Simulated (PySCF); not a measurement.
Computed IR spectrum (relative IR intensity) of a molecule C3H2F3, multiplicity 2. The structure is a stationary point at PBE-D3(BJ)/def2-SVP. The values are those of a single conformer. Method: PBE-D3(BJ)/def2-SVP (PySCF). Frequencies are harmonic and unscaled.

Lines under 2 % of the strongest are left out, and lines within 2 cm⁻¹ are merged.

ν (cm⁻¹): 324 (vw), 534 (vw), 594 (w), 685 (w), 745 (w), 859 (w), 1112 (m), 1142 (vs), 1230 (s), 1262 (s), 1670 (w) (against the strongest line: vs over 80 %, s over 45 %, m over 15 %, w over 4 %, vw less)

### Question
Which molecule gave these data?
A) [CH]=CC(F)(F)F
B) C=C(F)[C](F)F
C) C=[C]C(F)(F)F
D) F/C=C/[C](F)F

### Answer
A, [CH]=CC(F)(F)F
